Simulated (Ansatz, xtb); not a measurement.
C5H6N2S: 3 structures ranked

3 gas-phase structures of C5H6N2S, from a drawn sample of its isomers (lower ones may exist). Each was relaxed with GFN2-xTB; where two conformers were screened, the lower at r2SCAN-D4/def2-SVP//GFN2-xTB is listed:

A. `C=Cc1cn(S)cn1`, a singlet
B. `C=Cc1cncn1S`, a singlet
C. `C=Cc1nccn1S`, a singlet

Question: Make a reasoned guess at their ranking by r2SCAN-D4/def2-SVP//GFN2-xTB single-point energy.

Answer: Calculated order at r2SCAN-D4/def2-SVP//GFN2-xTB: C (0.0), A (0.8), B (1.8) kcal/mol. Less than 1 kcal/mol parts C and A, so the order within that pair means little.

Energies above the lowest of each column, in kcal/mol; the last columns are at r2SCAN-D4/def2-SVP geometries:

| structure | GFN2-xTB | HF/STO-3G | r2SCAN-D4/def2-SVP//GFN2-xTB | r2SCAN-D4/def2-SVP | CCSD(T)/def2-SVP + ΔMP2/def2-TZVPP |
| --- | --- | --- | --- | --- | --- |
| C | 0.0 | 0.0 | 0.0 | 0.0 | 0.2 |
| A | 1.5 | 0.4 | 0.8 | 0.8 | 0.0 |
| B | 0.5 | 0.7 | 1.8 | 1.7 | 1.5 |

CCSD(T)/def2-SVP + ΔMP2/def2-TZVPP has A and C within 1 kcal/mol of each other at the bottom, and every level picks one of them. CCSD(T)/def2-SVP + ΔMP2/def2-TZVPP orders those it was run on as A (0.0), C (0.2), B (1.5) kcal/mol. Less than 1 kcal/mol parts A and C, so the order within that pair means little. Flexible structures stand in one conformer each, not always the lowest. ΔMP2 is the change of the MP2 energy from the smaller to the larger basis.

Programs: Ansatz 0.2.0, xtb 6.7.1.
